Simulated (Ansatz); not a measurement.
System: CNiO, net charge 0, singlet state. 
Structure (B3LYP-D3(BJ)/def2-TZVP (Ansatz, a program for electronic structure) minimum search):
```xyz
3

Ni     0.0000     0.0000    -0.7787
O      0.0000     0.0000     2.0494
C      0.0000     0.0000     0.9016
```

Basis-set convergence of Hartree-Fock and MP2 correlation energies (hartree) with Ansatz. Cores are frozen in the correlated levels unless marked. Spin-orbit coupling is left out. The frozen core is the preceding noble-gas configuration, with the filled d and f shells of earlier blocks. No relativistic terms.

The Hartree-Fock reference is unstable (checked in the largest basis), which strains HF and MP2. The T1 diagnostic of CCSD in the largest basis is 0.047, which is high, so the coupled-cluster rows are less sure than usual.

```json
[
 {"basis": "def2-SVPD", "functions": "77", "E(HF)": "-1619.11950", "E(corr, MP2)": "-0.79621"},
 {"basis": "def2-TZVPPD", "functions": "144", "E(HF)": "-1619.46959", "E(corr, MP2)": "-1.01483"},
 {"basis": "def2-QZVPPD", "functions": "229", "E(HF)": "-1619.50545", "E(corr, MP2)": "-1.06944"}
]
```

Extrapolating the two largest sets (X = 3 and 4) as X^-3: E(corr) = (64·(-1.06944) - 27·(-1.01483))/37 = -1.1093 Eh, an estimate of the basis-set limit. The largest set recovers 96.4 % of it, the smallest 71.8 %.
